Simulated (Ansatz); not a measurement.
H₅NSSi₂Zn (`S[Si]1([ZnH])N[SiH2]1`), relaxed with RKS PBE0-D4/def2-TZVP in Ansatz 0.2.0 from a GFN2-xTB geometry. The force threshold is 0.005 eV/Å; the program also tests the step.

Total charge 0; spin multiplicity 1.

Start:

```xyz
10

S    -0.353    1.576    2.146
Si   -0.898    0.095    0.589
Zn   -2.236    0.885   -1.159
N     0.400   -0.050   -0.646
Si    0.760   -1.492    0.235
H     0.939    1.291    2.158
H    -2.243    1.263   -2.668
H     1.014    0.588   -1.134
H     0.655   -2.687   -0.591
H     1.962   -1.470    1.070
```

**Question.** By how much does the energy fall, and how many steps does the optimiser take? (An estimate is asked.)

**Answer.** Computed: 57.60 kJ/mol, in 14 steps.

**Question.** Which bonds change most? (Estimate.)

**Answer.** Ansatz gave: Si2–Si5 from 2.322 to 2.247 Å; S1–Si2 from 2.216 to 2.152 Å; Si2–N4 from 1.797 to 1.739 Å; Si2–Zn3 from 2.339 to 2.373 Å.

**Question.** Give the relaxed structure. (Best estimate.)

**Answer.** The calculation gave: 
```xyz
10

S    -0.437    1.791    1.767
Si   -0.412    0.419    0.109
Zn   -2.257    0.920   -1.298
N     1.135    0.036   -0.584
Si    0.790   -1.478    0.179
H     0.484    1.155    2.512
H    -3.463    1.185   -2.241
H     1.877    0.487   -1.092
H     0.650   -2.669   -0.703
H     1.633   -1.845    1.351
```
